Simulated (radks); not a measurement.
The numbers below are computed, except where a source is named.
Task: All-electron atom: Au68+ in [Ne] 3s1. Code: a radial shooting solver on a logarithmic mesh with Libxc functionals. Model: non-relativistic Kohn-Sham, LDA (Slater exchange, Perdew-Wang correlation), spin-unpolarised, spherical densities, point nucleus; relativity is left out, which matters for an element this heavy. Some entries of the table are withheld. Estimate them.

| orbital | occ. | eigenvalue (eV) | r(max) (bohr) | <1/r> (bohr^-1) |
|---|---|---|---|---|
| 1s | 2 | -79055.90 | (1) | 78.44 |
| 2s | 2 | -17862.74 | 0.06859 | (2) |
| 2p | 6 | (3) | 0.05311 | 18.75 |
| 3s | 1 | -7588.996 | 0.1771 | 8.049 |

Result: 
(1) 1s r(max) (bohr): 0.01272
(2) 2s <1/r> (bohr^-1): 18.77
(3) 2p eigenvalue (eV): -17483.14
